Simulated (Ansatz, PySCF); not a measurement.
C3H7AlO2, SMILES [CH3][Al]1[O]CC[O]1.

Coordinates come from a PBE0-D3(BJ)/def2-SVP optimisation. A frequency run showed that this geometry is not a minimum. One conformer was computed; it need not be the lowest.

Vertical ionisation energy (IE) and electron affinity (EA) in eV. Rows of orbital energies are one-electron estimates. Where ΔSCF, EOM or ADC give a negative EA the extra electron is unbound and the value depends on the basis.

```tsv
level	IE	EA
−ε(HOMO), −ε(LUMO), M06-2X/def2-TZVP (PySCF)	8.71	-0.30
−ε(HOMO), −ε(LUMO), PBE/def2-TZVP (PySCF)	5.70	1.04
ΔSCF, CAM-B3LYP/def2-SVPD (Ansatz), final states of multiplicity 2 and 2	9.64	-0.64
ΔSCF, PBE/def2-SVPD (Ansatz), final states of multiplicity 2 and 2	8.90	-0.40
```

Task: What vertical singlet–triplet gap does ΔSCF give with CAM-B3LYP/def2-SVPD (Ansatz, a program for electronic structure) and with PBE/def2-SVPD (Ansatz)? (Estimate from the structure and the level; the computed values follow.)

Result: 5.94 and 4.93 eV (triplet above singlet where positive).
